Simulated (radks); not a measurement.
Results of a calculation; reference values are marked as such.
Question: These are the eigenvalues of the occupied orbitals of an atom or ion with whole-number occupations (eV). Code: a radial shooting solver on a logarithmic mesh with Libxc functionals. Model: scalar-relativistic Kohn-Sham, LDA (Slater exchange, Perdew-Wang correlation), spin-polarised, spherical densities, finite nucleus; Fermi nuclear charge, rms radius of each element as measured or else 0.836 A^(1/3) + 0.57 fm.

orbital  eigenvalue
1s up     -27769.29
1s down   -27769.28
2s up     -4201.106
2s down   -4200.861
2p up     -3778.310
2p down   -3778.115
3s up     -836.6389
3s down   -836.4693
3p up     -698.1587
3p down   -697.9755
3d up     -482.4876
3d down   -482.2466
4s up     -168.1628
4s down   -167.3314
4p up     -126.4454
4p down   -125.6107
4d up      -65.7090
4d down    -64.9212

Which element is it, and in what charge state? The configuration may be excited. Open shells, if any, are filled with parallel spins first.

Answer: Z = 49, indium, charge +4: In4+ in [Kr] 4d9. The list shows which subshells hold electrons but not how many an open one holds; the 1s level, -1020.5 hartree, gives Z - s = 45.2 by -(Z - s)^2/2, which with screening and relativity narrows Z to a few neighbours, and the depths of the outer levels then fix element, charge and occupations together.
